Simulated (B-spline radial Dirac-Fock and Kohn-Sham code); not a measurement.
**Relativistic shifts of the levels of Gd⁴³⁺**

System: the Gd⁴³⁺ ion, configuration [Ar] 3d3.

Both columns are ΔSCF binding energies of the configuration average from a radial B-spline solver: non-relativistic Hartree-Fock with a point nucleus, and Dirac-Fock with a finite nucleus and the Coulomb interaction alone, averaged over the two j levels with weights 2j+1.

| shell | Hartree-Fock (eV) | Dirac-Fock (eV) | shift (eV) | shift (%) |
| --- | --- | --- | --- | --- |
| 1s | 49966.7 | 52984.9 | +3018.18 | +6.04 |
| 2s | 10051.2 | 10858.1 | +806.94 | +8.03 |
| 2p | 9681.8 | 9956.1 | +274.37 | +2.83 |
| 3s | 3787.0 | 4014.1 | +227.10 | +6.00 |
| 3p | 3628.6 | 3722.6 | +94.01 | +2.59 |
| 3d | 3400.1 | 3404.9 | +4.76 | +0.14 |

Relativity binds 1s, 2s, 2p, 3s, 3p, 3d more strongly, among those listed most of all 2s in relative terms.

Values without a named source are computed, but for edge energies of neutral atoms, which are taken from tables.
